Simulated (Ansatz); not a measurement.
`Cl[SiH2][S][GeH3]` + `C=C(C=O)CC` → `C=[C]([GeH3])C=O` + `CCS[SiH2]Cl`  (formal exchange of groups at a Ge–S bond)

Calculated with Ansatz (gas phase, PBE0-D4/def2-TZVP geometries, no zero-point term in ΔE). CBS: MP2 limit from def2 TZ/QZ plus the TZ coupled-cluster correction, frozen cores. DFT in def2-TZVPP. B3LYP here is the variant with VWN-RPA as its local correlation; programs differ in this. For Ge outer-core shells are correlated without core-valence functions, which leaves a few kJ/mol of doubt a bond. Scalar relativity is left out up to krypton. Each species was taken in one conformer, which may not be the lowest.

`Cl[SiH2][S][GeH3]`:

Cartesian coordinates in Å:
```
Cl 2.905 -1.881 -0.226
Si 1.233 -0.741 -0.542
S -0.035 -0.953 1.142
Ge -1.364 0.763 0.615
H 0.581 -1.226 -1.780
H 1.652 0.671 -0.714
H -2.726 0.453 1.242
H -0.774 2.063 1.178
H -1.471 0.851 -0.916
```

`C=C(C=O)CC`:

```xyz
14

C    -1.236   -0.485    1.343
C    -0.196    0.047    0.700
C     0.116    1.461    0.989
O     1.046    2.064    0.519
C     0.667   -0.676   -0.283
C     0.379   -0.263   -1.724
H    -1.529   -1.520    1.208
H    -1.825    0.110    2.033
H    -0.582    1.951    1.703
H     1.713   -0.457   -0.053
H     0.522   -1.753   -0.165
H    -0.655   -0.487   -1.995
H     0.546    0.806   -1.861
H     1.035   -0.798   -2.414
```

`C=[C]([GeH3])C=O`:

```xyz
11

C    -0.666    1.152   -0.887
C    -0.075    0.094   -0.332
Ge    0.200   -0.142    1.588
C     0.408   -0.977   -1.217
O     0.956   -1.976   -0.825
H    -0.787    1.221   -1.967
H    -1.048    1.983   -0.303
H    -0.529   -1.400    2.074
H    -0.390    1.102    2.276
H     1.697   -0.247    1.897
H     0.235   -0.808   -2.303
```

`CCS[SiH2]Cl`:

Cartesian coordinates in Å:
```
C 1.169 -0.453 -1.100
C -0.298 -0.087 -1.146
S -1.308 -0.886 0.153
Si -0.795 0.266 1.841
Cl -1.268 2.256 1.581
H 1.698 0.015 -1.934
H 1.305 -1.534 -1.169
H 1.638 -0.115 -0.174
H -0.757 -0.421 -2.078
H -0.451 0.992 -1.083
H 0.655 0.248 2.143
H -1.588 -0.280 2.964
```

**Question.** Is it downhill or uphill in electronic energy at CCSD(T)/CBS, and by how much? (Best estimate.)

**Answer.** Computed: Uphill: ΔE = +76.7 kJ/mol.

**Question.** What do these levels give: r2SCAN-D4, PBE0-D4, B3LYP-D4, B2PLYP, HF/def2-TZVPP, MP2/CBS(def2)? (Best estimate.)

**Answer.** Computed: r2SCAN-D4 80.9, PBE0-D4 80.8, B3LYP-D4 76.2, B2PLYP 77.8, HF/def2-TZVPP 84.9, MP2/CBS(def2) 79.2 kJ/mol.

Largest T1 diagnostic among the species: 0.014.

From PBE to PBE0 (25 % exact exchange), in def2-TZVPP and without D4, ΔE moves by +4.6 kJ/mol. In def2-TZVPP, CCSD(T) changes the Hartree–Fock value by −8.6 kJ/mol (the triples alone add −1.5 kJ/mol) and MP2 by −6.1 kJ/mol.
